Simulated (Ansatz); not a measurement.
Ga(NH2)3 (GaH6N3), SMILES [NH2][Ga]([NH2])[NH2].

The structure is a stationary point at PBE-D3(BJ)/def2-SVP. The structure was generated by enumeration; whether it is a known compound was not checked. The values are those of a single conformer.

Two levels are set side by side: PBE/def2-SVPD (Ansatz, an electronic-structure program) and PBE0/def2-SVPD (Ansatz). Energy differences of separate SCF runs at the same geometry; the states with an electron removed or added have multiplicity 2 and 2. Differences are taken from unrounded values.

| quantity | PBE |
|---|---|
| vertical ionisation energy (eV) | 8.52 |
| vertical singlet–triplet gap (eV) | 4.45 |

Problem. These are the PBE values. What does PBE0 give? (Estimate from the structure and the level; the computed values follow.)

Solution. 
```csv
quantity,PBE0,PBE minus PBE0
vertical ionisation energy (eV),8.98,-0.46
vertical singlet–triplet gap (eV),5.04,-0.60
```
